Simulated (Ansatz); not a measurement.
Total energies of AsH2(SMe) (CH5AsS) from Ansatz at PBE0-D4/def2-TZVPD, gas phase (1 Eh = 27.2114 eV = 2625.5 kJ/mol). The reference geometry is relaxed at PBE0-D4/def2-TZVP.

| state | geometry | energy (Eh) |
| --- | --- | --- |
| charge 0 singlet | reference | -2674.75697 |
| charge -1 doublet | reference | -2674.72956 |
| free As atom (quartet) | – | -2235.53925 |
| free H atom (doublet) | – | -0.50104 |
| free S atom (triplet) | – | -397.97420 |
| free C atom (triplet) | – | -37.80543 |

Task: Work out the vertical electron affinity, to the doublet.

Result: E(charge 0 singlet) − E(charge -1 doublet) = -2674.75697 − (-2674.72956) = -0.02741 Eh = -0.75 eV; negative, so the extra electron isn't bound.

Task: What is the binding energy per atom against free atoms?

Result: Atoms: 1 × (-2235.53925) + 5 × (-0.50104) + 1 × (-397.97420) + 1 × (-37.80543) = -2673.82408 Eh. Binding: -2673.82408 − (-2674.75697) = 0.93289 Eh = 25.39 eV, or 3.17 eV for each of 8 atoms (no zero-point energy, no counterpoise term).

At PBE0-D4/def2-TZVPD the highest occupied level of the charge -1 doublet lies above zero (up to 2.06 eV). By energy differences it is unbound by 0.75 eV (vertical, against the charge 0 singlet, at PBE0-D4/def2-TZVPD) and held by the finite basis.
